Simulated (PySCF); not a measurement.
Gas-phase reaction: GeBr2 + 2 H2 ⇌ GeH2 + 2 HBr

Method: PySCF energies plus ideal-gas RRHO corrections (1 bar). † marks an energy on the PBE0/def2-TZVP geometry and frequencies; other levels use their own. MP2 and CCSD(T) freeze the core. All species are closed-shell singlets. B3LYP is the form with VWN-RPA correlation. Br, Ge: all electrons, no relativistic terms. GeH2: computed as isolated molecules; such fragments, hydroxides, amides, oligomers or adducts are transient or little studied in the gas. MP2 isn't extrapolated to the basis-set limit; its ΔH°(298 K) is 227.5 kJ in def2-SVP and 254.4 kJ in def2-TZVPP. CCSD(T) isn't extrapolated to the basis-set limit; its ΔH°(298 K) is 204.6 kJ in def2-SVP and 229.6 kJ in def2-TZVPP. The harmonic model lacks anharmonicity and excited electronic states, which grow with temperature; levels with a mode under 35 cm⁻¹ are left out. Soft modes under 120 cm⁻¹ make the harmonic entropy rough for GeBr2.

```csv
level,"ΔE electronic, kJ","ΔH°(298 K), kJ","ΔS°(298 K), J/K","ΔG°(1600 K), kJ"
B3LYP/def2-TZVP†,249,249,38,207
BLYP/def2-TZVP†,260,260,38,218
CCSD(T)/def2-SVP†,205,205,38,163
HF/def2-TZVP†,211,211,38,169
MP2/def2-TZVPP†,255,254,38,213
PBE/def2-SVP,247,247,36,207
PBE/def2-TZVP†,263,262,38,221
PBE0/def2-SVP†,229,229,38,187
ωB97M-V/def2-TZVP†,245,244,38,203
ωB97X-V/def2-TZVP†,239,239,38,197
```
ΔH° is lowest at CCSD(T)/def2-SVP† and highest at PBE/def2-TZVP†. No reference value is set beside these.
